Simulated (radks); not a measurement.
Q: The cobalt ion Co+, 26 electrons, occupied as [Ar] 3d8 (the NIST ground configuration). Calculated with a radial shooting solver on a logarithmic mesh with Libxc functionals: Dirac Kohn-Sham, relativistic LDA (MacDonald-Vosko exchange, VWN5 correlation), spin-unpolarised, spherical densities, finite nucleus; open shells fill j = l - 1/2 first; Fermi nuclear charge, rms radius 3.7875 fm. Some entries of the table are withheld. Estimate them.

| orbital | occ. | eigenvalue (hartree) | <r^2> (bohr^2) | <r> (bohr) |
|---|---|---|---|---|
| 1s1/2 | 2 | -277.7355 | 0.004273 | 0.05637 |
| 2s1/2 | 2 | -32.98180 | 0.07750 | 0.2561 |
| 2p1/2 | 2 | -28.69181 | 0.06130 | 0.2232 |
| 2p3/2 | 4 | -28.15029 | 0.06290 | 0.2263 |
| 3s1/2 | 2 | (1) | (2) | 0.7802 |
| 3p1/2 | 2 | -2.57578 | 0.7933 | 0.8182 |
| 3p3/2 | 4 | -2.50865 | 0.8135 | 0.8286 |
| 3d3/2 | 4 | -0.46544 | 1.757 | (3) |
| 3d5/2 | 4 | -0.45891 | 1.786 | (4) |
| 4s1/2 | 0 | -0.41832 | 8.480 | 2.718 |
| 4p1/2 | 0 | (5) | 14.18 | 3.495 |
| 4p3/2 | 0 | (6) | 14.45 | 3.530 |

A: 
(1) 3s1/2 eigenvalue (hartree): -3.85490
(2) 3s1/2 <r^2> (bohr^2): 0.7047
(3) 3d3/2 <r> (bohr): 1.132
(4) 3d5/2 <r> (bohr): 1.141
(5) 4p1/2 eigenvalue (hartree): -0.23906
(6) 4p3/2 eigenvalue (hartree): -0.23607
